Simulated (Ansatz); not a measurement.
## Ligand exchange: Mg(CH3)Br + C3H9N → Mg(CH3)(NH2) + C3H7Br

Species: Mg(CH3)Br, singlet; C3H9N (isopropylamine) `CC(C)N`, singlet; Mg(CH3)(NH2), singlet; C3H7Br (2-bromopropane) `CC(C)Br`, singlet. The partners trade Br for NH2: Mg–Br and C–NH2 bonds give way to Mg–NH2 and C–Br.

Shapes, held fixed at every level: PBE0-D4/def2-TZVP. Flexible molecules stand in one conformer, not always the lowest. Programs: Ansatz 0.2.0. Electronic energies: no zero-point or thermal term.

| level | kind | ΔE (kJ/mol) | less CCSD(T)/def2-TZVPP |
| --- | --- | --- | --- |
| r2SCAN-D4/def2-TZVPP | meta-GGA | +137.2 | +5.3 |
| PBE0-D4/def2-TZVPP | global hybrid | +140.8 | +8.9 |
| r2SCAN0-D4/def2-TZVPP | global hybrid | +145.1 | +13.2 |
| B2PLYP/def2-TZVPP | double hybrid | +133.3 | +1.4 |
| MP2/def2-TZVPP | perturbation theory | +127.5 | -4.4 |
| CCSD/def2-SVP | coupled cluster or CI | +161.4 | +29.5 |
| CCSD/def2-TZVPP | coupled cluster or CI | +136.3 | +4.4 |
| CCSD(T)/def2-TZVPP | coupled cluster or CI | +131.9 | 0.0 |

The highest level, CCSD(T)/def2-TZVPP, gives ΔE = +131.9 kJ/mol; the levels span +127.5 to +161.4. The column of differences is taken from that level and isn't an error. No measured value is set beside it here. Relativity is left out for Br. Outer-core shells of Br, Mg are correlated in most correlated rows, in sets that cover them unevenly.
